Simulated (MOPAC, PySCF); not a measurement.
HBr₃Si, SMILES `Br[SiH](Br)Br`, neutral singlet in the gas phase. 

Z-matrix (Å, degrees):
```
Si
H 1 1.4660
Br 1 2.2131 2 108.94
Br 1 2.2131 2 108.94 3 120.00
Br 1 2.2131 2 108.94 4 120.00
```
Charge 0, spin multiplicity 1.

All levels are single points at this geometry (B3LYP-D3(BJ)/def2-TZVP); Pople sets use spherical d functions. Orbital energies aren't observables, and empty levels follow the basis.

```
level                                     HOMO (eV)  LUMO (eV)  gap (eV)  dipole (D)  vertical IE, Delta-SCF (eV)
----------------------------------------  ---------  ---------  --------  ----------  ---------------------------
B3LYP-D3(BJ)/def2-TZVP in PySCF               -8.31      -1.45      6.86        0.69                            –
B3LYP/6-311+G** (LANL2DZ on Br) in PySCF      -8.39      -1.58      6.81        1.15                            –
B3LYP/6-31G* in PySCF                         -8.30      -1.53      6.76        0.90                        10.41
PBE/6-31G* in PySCF                           -7.31      -2.18      5.12        0.81                        10.03
SVWN5/6-31G* in PySCF                         -7.44      -2.41      5.03        0.86                        10.21
PM6 in MOPAC                                 -10.70      -1.69      9.01        1.06                            –
```
